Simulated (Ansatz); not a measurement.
Cu5H6, relaxed as a doublet with UKS r2SCAN-D4/def2-SVP in Ansatz, starting from the GFN1-xTB geometry. Force threshold 0.02 eV/Å.

The relaxation made no stability test and no search for a lower SCF solution. No other spin state of charge 0 was run. The structure comes from a short search, and lower isomers may exist.

Start:

```xyz
11

Cu    0.418   -0.258    1.351
Cu    0.088   -2.427    0.328
Cu   -1.017   -1.575   -1.600
Cu   -0.064    0.601   -1.192
Cu    0.421    2.077    0.673
H    -0.703   -2.971   -0.931
H     0.923    1.768   -0.839
H     0.138    1.169    1.973
H     0.810   -1.813    1.549
H    -1.183   -0.114   -2.094
H     0.169    3.543    0.783
```

Q: Estimate the energy that the relaxation releases and the steps that it takes.

A: 1.14 eV, in 25 steps; 3.9 min on 4 threads of AMD EPYC 7B13 on a shared host. No frequencies were taken in this run, so the end may be a saddle point.

Q: Does the start keep its bonding?

A: Bonds lost: Cu1–Cu4 (atoms count from 1). Bonds formed: Cu1–H7, Cu2–H7, Cu4–H11 (atoms count from 1). Metal–metal contacts that move far: Cu2–Cu4 3.39 to 2.86 Å. The end is the same structure that another start reached, the lowest one found.

Q: Predict the relaxed structure.

A: 
| atom | x (Å) | y (Å) | z (Å) |
| --- | --- | --- | --- |
| Cu1 | 0.814 | -0.166 | 1.915 |
| Cu2 | 0.146 | -1.537 | 0.136 |
| Cu3 | -0.811 | -1.195 | -1.957 |
| Cu4 | -0.527 | 0.951 | -1.101 |
| Cu5 | 0.278 | 1.865 | 0.900 |
| H6 | -0.394 | -2.497 | -1.136 |
| H7 | 0.526 | 0.187 | 0.089 |
| H8 | 0.916 | 1.413 | 2.338 |
| H9 | 0.665 | -1.749 | 1.711 |
| H10 | -1.160 | 0.264 | -2.501 |
| H11 | -0.454 | 2.464 | -0.394 |
Bond lengths (bridged metal pairs left out): 14 × Cu–H 1.59 to 1.88 Å.
